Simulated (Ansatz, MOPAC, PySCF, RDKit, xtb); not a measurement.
Complex: H2S (SMILES S) (first 3 atoms) with CH3I (SMILES CI); geometry from B3LYP-D3(BJ)/def2-TZVP, rigid monomers moved along the line of their centres of mass till H3···I5 is 2.74 Å.
(charge 0, multiplicity 1):
```xyz
8

S     -0.1442    -0.4662    -0.6813
H     -0.5490    -1.7403    -0.8064
H     -0.8993    -0.2756     0.4160
C      1.1747    -1.1679     2.6405
I     -0.8954    -0.7795     3.1111
H      1.3971    -2.1733     2.9787
H      1.2757    -1.0708     1.5649
H      1.7663    -0.4298     3.1694
```

| level | interaction energy (kcal/mol) | cost |
|---|---|---|
| MMFF94 | 1.37 | - |
| UFF | 2.16 | - |
| PM6 | -2.54 | - |
| GFN2-xTB | -1.41 | - |
| HF/STO-3G (no counterpoise) | 1.12 | - |
| HF/3-21G (no counterpoise) | 1.23 | - |
| HF/def2-SVPD | 3.13 | - |
| r2SCAN/def2-TZVPPD | -1.14 | ×2 |
| r2SCAN-D4/def2-TZVPPD | -1.60 | ×2 |
| B3LYP/3-21G (no counterpoise) | -1.64 | - |
| B3LYP/LANL2DZ (no counterpoise) | 0.29 | - |
| B3LYP-D3(BJ)/def2-TZVPPD | -2.13 | ×1 |
| B3LYP-D4/def2-TZVPPD | -1.74 | ×1 |
| PBE0/def2-TZVPPD | -0.71 | ×1 |
| PBE0-D3(BJ)/def2-TZVPPD | -2.33 | ×1 |
| PBE0-D4/def2-TZVPPD | -2.17 | ×1 |
| SCS-MP2/def2-SVPD | 0.74 | - |
| CCSD/def2-TZVPPD | 0.04 | - |
| CCSD(T)/def2-SVPD | 0.26 | ×3 |
| CCSD(T)/CBS(def2-SVPD, def2-TZVPPD) | -0.96 | ×100* |

The rows run from -2.54 (PM6) to 3.13 kcal/mol (HF/def2-SVPD). The dispersion term adds -0.46 in r2SCAN-D4, -1.62 in PBE0-D3(BJ), -1.47 in PBE0-D4.

Counterpoise-corrected where a basis set is named; no monomer relaxation. Rows marked so take none. RDKit's UFF carries no charges.

Correlated levels freeze the cores. Filled d and f shells under p-block atoms count as core. CBS(a, b) extrapolates the correlation energy as X⁻³ and adds the Hartree–Fock energy of set b. Rows in 3-21G, LANL2DZ, STO-3G carry no dispersion term and start afresh at each structure; the Pople sets are all-electron and without relativity. LANL2DZ brings its own core potentials from Na on. The state that PM6 reach isn't checked.

Run with Ansatz (an electronic-structure program); MOPAC for PM6 (differences of heats of formation); PySCF for 3-21G rows, LANL2DZ rows, STO-3G rows, the dispersion terms; RDKit for the force fields; xtb for the GFN methods. Each number belongs to the level named beside it. In def2 rows elements past Kr take small-core potentials, without spin–orbit coupling.

Costs are rough ratios of core time to PBE/def2-TZVPPD (about 4 s over the structures, on one shared machine); a dash marks a level with no comparable run of its own. A star marks coupled-cluster runs past 200 virtual orbitals, where the program's memory plan changes under this machine's limit, so their costs aren't comparable with smaller runs.
